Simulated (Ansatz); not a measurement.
Species: CCl$_{2}$, net charge 0, singlet state. 
Geometry from a B3LYP-D3(BJ)/def2-TZVP (Ansatz, a quantum-chemistry and plane-wave program) optimisation:
SMILES: Cl[C]Cl
```xyz
3

Cl    -1.4025    -0.2001     0.0210
C     -0.0305     0.8441     0.0088
Cl     1.4133    -0.0978    -0.0241
```
Charge 0, spin multiplicity 1.

Basis-set convergence of Hartree-Fock and CCSD correlation energies (hartree) with Ansatz. Correlated levels leave the core frozen unless marked. No spin-orbit coupling. No relativistic terms.

The Hartree-Fock reference is unstable (checked in the largest basis), which strains HF and MP2. 

```csv
basis,functions,E(HF),"E(corr, CCSD)"
aug-cc-pV(D+d)Z,87,-956.77665,-0.45474
aug-cc-pV(T+d)Z,156,…,…
```

What belongs in the gaps?


- aug-cc-pV(T+d)Z, E(HF): -956.81052
- aug-cc-pV(T+d)Z, E(corr, CCSD): -0.56478
